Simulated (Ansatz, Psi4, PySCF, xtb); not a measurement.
Pair of molecules: CH4 (SMILES C) (first 5 atoms) with CH6Si (SMILES C[SiH3]); geometry from B3LYP-D3(BJ)/def2-TZVP, rigid monomers moved along the line of their centres of mass till C1···Si7 is 4.48 Å.
(charge 0, multiplicity 1):
```xyz
13

C     -0.082     0.001    -0.313
H     -1.037    -0.095     0.201
H      0.302     1.013    -0.185
H      0.628    -0.711     0.105
H     -0.219    -0.201    -1.374
C     -0.155     1.268     4.000
Si     0.187    -0.573     4.119
H     -0.278     1.573     2.960
H      0.666     1.844     4.428
H     -1.068     1.528     4.539
H     -0.929    -1.353     3.531
H      0.344    -0.981     5.537
H      1.433    -0.923     3.395
```

Counterpoise-corrected where a basis set is named; no monomer relaxation. Rows marked so take none.

Correlated levels freeze the cores. Rows in 6-31G* carry no dispersion term and start afresh at each structure (6-31G* with six Cartesian d functions). MP2/6-31G* freezes PySCF's default core.

Programs: Ansatz (a program for electronic structure); Psi4 for SAPT; PySCF for 6-31G* rows, the dispersion terms; xtb for the GFN methods. Each number belongs to the level named beside it.

```
level                           interaction energy (meV)
------------------------------  ------------------------
GFN2-xTB                                           -31.7
HF/aug-cc-pV(D+d)Z                                   2.8
PBE-D3(BJ)/def2-TZVPPD                             -40.2
r2SCAN-D3(BJ)/def2-TZVPPD                          -28.8
B3LYP/6-31G* (no counterpoise)                      -1.8
MP2/6-31G*                                         -10.1
MP2/6-31G* (no counterpoise)                       -22.4
CCSD(T)/aug-cc-pV(D+d)Z                                …
SAPT0/jun-cc-pV(D+d)Z                                  …
```

Fill in the missing entries.


- CCSD(T)/aug-cc-pV(D+d)Z, interaction energy (meV): -26.6
- SAPT0/jun-cc-pV(D+d)Z, interaction energy (meV): -17.3
